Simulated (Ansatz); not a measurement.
The cluster B9⁻. Total charge -1; triplet. Geometry PBE-D4/def2-SVP, that of the neutral doublet; atoms count from 1.

```xyz
9

B    -0.8496    1.8850   -0.3512
B     1.2945    0.2421   -1.4412
B     0.3292    1.4418   -1.2428
B     0.8269   -1.8560    0.3562
B     1.5294   -1.1387   -0.7977
B    -1.2933   -0.2184    1.4241
B    -1.5547    1.1691    0.8041
B     0.0677   -0.0837   -0.0138
B    -0.3500   -1.4411    1.2623
```

The highest occupied level of the charge -1 triplet lies above zero (up to 0.45 eV). By energy differences its removal costs 0.95 eV (vertical, to the charge 0 doublet, at PBE0-D4/def2-TZVPD); a positive level beside a positive removal energy at the same level points to self-interaction error. At PBE0-D4/def2-TZVPD a singlet of charge -1 lies 2.29 eV below the triplet at the same geometry. The structure comes from a short search, and lower isomers may exist.

(1) Estimate the Mulliken populations from the PBE0/def2-TZVPD orbitals of Ansatz.

(2) Where does the spin sit?

(3) And the Mayer bond orders between bonded heavy atoms (over 0.3)?

Answers

(1) 
| atom | charge (e) | spin (α − β) |
| --- | --- | --- |
| B1 | 0.11 | -0.19 |
| B2 | 0.18 | -0.02 |
| B3 | -0.17 | 0.26 |
| B4 | -0.04 | -0.13 |
| B5 | -0.61 | 0.74 |
| B6 | 0.36 | -0.04 |
| B7 | -0.80 | 1.13 |
| B8 | 0.14 | -0.09 |
| B9 | -0.17 | 0.35 |
Mulliken values and Mayer orders depend strongly on the basis. With diffuse functions, as here, like atoms can get unlike values, and bond orders can come out too low or too high.

(2) Summed by element: B 2.00, of 2 unpaired in all. Largest on single atoms: B7 1.13, B5 0.74, B9 0.35.

(3) B1–B3 1.24 (1.54 Å); B1–B7 1.02 (1.53 Å); B2–B3 1.14 (1.55 Å); B2–B5 0.84 (1.54 Å); B2–B8 0.37 (1.91 Å); B3–B8 0.37 (1.98 Å); B4–B5 1.30 (1.53 Å); B4–B8 0.46 (1.96 Å); B4–B9 1.18 (1.54 Å); B5–B8 0.43 (1.97 Å); B6–B7 0.59 (1.54 Å); B6–B8 0.37 (1.98 Å); B6–B9 1.10 (1.55 Å); B8–B9 0.37 (1.91 Å). Values over 0.3 also appear between atoms too far apart for a bond (B1–B8 0.38 at 2.20 Å; B5–B7 0.30 at 4.17 Å; B7–B8 0.34 at 2.21 Å); they arise where an orbital or an unpaired electron spreads over both atoms.
